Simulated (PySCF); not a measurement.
Polarisability and C₆ of Sr²⁺ (strontium, charge +2)

[Kr], closed-shell 1S. Computed with PySCF 2.14 in x2c-TZVPPall with one added diffuse shell each of s, p, d, f type (9s7p7d3f1g, 95 functions), with the spin-free X2C one-electron Hamiltonian (Gaussian nucleus). Coupled (time-dependent) response in atomic units; α is the mean over directions.

| method | mean α (bohr³) | C₆ (like pair) | S(−4) |
| --- | --- | --- | --- |
| wB97X-V | 5.781 | 27.97 | 5.006 |

S(−4) is the Cauchy moment in α(ω) = α(0) + S(−4) ω² + …

α(iu) at wB97X-V:

```
u (hartree)  α(iu) (bohr³)
          0          5.781
     0.0500          5.769
      0.100          5.732
      0.200          5.588
      0.300          5.366
      0.500          4.768
      0.750          3.934
       1.00          3.177
       1.50          2.078
       2.00          1.416
       3.00         0.7558
       5.00         0.3137
```

For an ion, C₆ is the dispersion term alone; charge-induced terms of lower order in 1/R come first.
